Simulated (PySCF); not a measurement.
# Does the structure fit the spectrum?

A compound C4H7F3OSi2 gives the data below (simulated from a calculation) and was assigned the structure `FC(F)(F)CC#C[SiH2]O[SiH3]`.

13C{1H} NMR (computed): δ 200.4 (C), 126.5 (C), 33.6 (CH), -8.5 (CH2).

1H NMR (300 MHz, computed): δ 5.04 (m, 2H), 4.98 (m, 2H), 3.19 (m, 1H), 0.85 (m, 1H), 0.70 (m, 1H).

Gas phase, single conformer, rapidly exchanging positions averaged, relativity neglected. Shielding tensors at PBE0/pcSseg-1 (GIAO); coordinates at the GFN2-xTB level; PySCF.

References, each an isolated molecule treated in the same way: 1H and 13C vs TMS.

(1) Compare with the shifts computed for the proposed structure, pairing carbons in order of shift.

(2) Which isomer fits?

Answers

(1) Structure with atom numbers: `[F:1][C:2]([F:3])([F:4])[CH2:5][C:6]#[C:7][SiH2:8][O:9][SiH3:10]` (H(Xn): hydrogen on atom n).

| atom | computed for proposal | given list | difference |
| --- | --- | --- | --- |
| C2 | 134.1 | 200.4 | -66.3 |
| C6 | 103.4 | 126.5 | -23.1 |
| C7 | 93.8 | 33.6 | +60.2 |
| C5 | 30.2 | -8.5 | +38.7 |

The rms difference is 50.1 ppm and the largest -66.3 ppm at C2 (CF3 carbon). The carbon types in order of shift don't match either: C, C, C, CH2 for the proposal against C, C, CH, CH2 in the data. The proposal doesn't fit.

(2) `O=C(C1[SiH2]C[SiH2]1)C(F)(F)F`.

Carbon types of the structure: 2 × C, 1 × CH, 1 × CH2, leaving 4 H on heteroatoms. δC 200.4: ketone carbonyl carbon; the double bond to the heteroatom, with no lone-pair donor beside it, deshields it most. δC 126.5: CF3 carbon; 3 electronegative neighbours deshield it. δC 33.6: sp3 CH bonded to 2 Si, α to a carbonyl; α to the electron-withdrawing carbonyl group. δC -8.5: sp3 CH2 bonded to 2 Si; an electropositive neighbour leaves it electron-rich and shielded.

Other isomers checked: C#C[SiH2][C@H]([SiH3])OC(F)(F)F (rms 57.1 ppm).

The shifts were computed for this structure.

Splittings by 19F in the carbon and heteronuclear signals aren't shown, as no couplings were computed. Shifts are as computed. Against solution values, carbons near 30 ppm lie about +3 ppm off and those near 130 ppm about +5 ppm. Of 1309 compounds with measured shifts, 239 miss one by over three times the rms of a fit or turn the order of signals round; such compounds aren't used in these exercises. Multiplicities follow the n + 1 count of equivalent neighbours, as no J values were calculated; m marks all less simple cases, F and P coupling included.
